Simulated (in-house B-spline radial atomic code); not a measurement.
**Ionising the titanium ion Ti⁷⁺ with different functionals**

Computed with a radial B-spline atomic code at the basis-set limit: non-relativistic Hamiltonian, point nucleus, spin-polarised at highest spin, spherical fractional occupations for the functionals, the average over the highest-spin determinants for Hartree-Fock. The ionisation energy is the difference of two self-consistent energies, [Ne] 3s2 3p3 → [Ne] 3s2 3p2, without Breit or QED terms; ε is the level of the shell that loses the electron (its least bound occupied spin orbital).

Hybrids are left out here: with spherical fractional occupations of an open shell their exact exchange keeps a self-interaction that integer-occupation calculations don't have.

```csv
method,rung,ΔSCF (eV),-ε(3p) (eV)
Hartree-Fock,Hartree-Fock,168.37,168.91
LDA VWN5,LDA,168.82,157.28
LDA PW92,LDA,168.81,157.27
LDA exchange-only,LDA,?,?
PBE,GGA,168.98,157.48
PBEsol,GGA,168.83,157.32
BLYP,GGA,?,?
RPBE,GGA,168.99,157.50
PW91,GGA,169.10,157.59
BP86,GGA,169.00,157.48
AM05,GGA,168.76,157.23
OLYP,GGA,169.47,157.94
TPSS,meta-GGA,169.29,157.85
SCAN,meta-GGA,169.95,158.69
r2SCAN,meta-GGA,169.89,158.65
M06-L,meta-GGA,169.85,158.49
revTPSS,meta-GGA,169.17,157.74
```

Question: What does LDA exchange-only give?

Answer: ΔSCF 167.33 eV, and -ε(3p) = 155.83 eV.

Question: What does BLYP give?

Answer: ΔSCF 168.77 eV, and -ε(3p) = 157.21 eV.

Question: How do they compare with the NIST value?

Answer: NIST lists 170.5 eV ± 0.4 (semi-empirical, ground level to ground level). Errors run from -3.17 to -0.55 eV; SCAN is closest (-0.55 eV), though others lie within the uncertainty of it, and part of that can be cancellation, since the calculations leave out relativity, Breit-QED terms, multiplet and fine-structure energies. Hartree-Fock also lacks correlation.
